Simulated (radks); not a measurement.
Spherical jellium clusters: N electrons in a uniform positive sphere of charge N and radius rs N^(1/3), rs = 2.17 bohr. Calculated with a radial shooting solver with Libxc functionals: non-relativistic Kohn-Sham, LDA (Slater exchange, Perdew-Wang correlation), spin-polarised, spherical densities. Levels are named by radial order and angular momentum (1s, 1p, 1d, 2s, ...), and open shells are averaged over m.

N = 14, configuration 1s2 1p6 1d(up 5, down 0) 2s(up 1, down 0). This is the lowest configuration that the search found. Occupied and some empty levels:

level    occupation  eigenvalue (eV)  <r> (bohr)
1s up             1          -11.158       3.301
1s down           1          -10.162       3.268
1p up             3          -7.9334       4.132
1p down           3          -6.8750       4.122
1d up             5          -4.3126       4.914
2s up             1          -3.6408       4.914
1d down           0          -3.2531       5.008
2s down           0          -2.7472       5.263
2p up             0          -1.0018       7.654
1f up             0         -0.72488       6.211
2p down           0         -0.55819       8.773

Energy (eV): total -5.90701, kinetic 70.437, external -1158.2, Hartree 551.71, exchange-correlation -81.732, background 611.86.
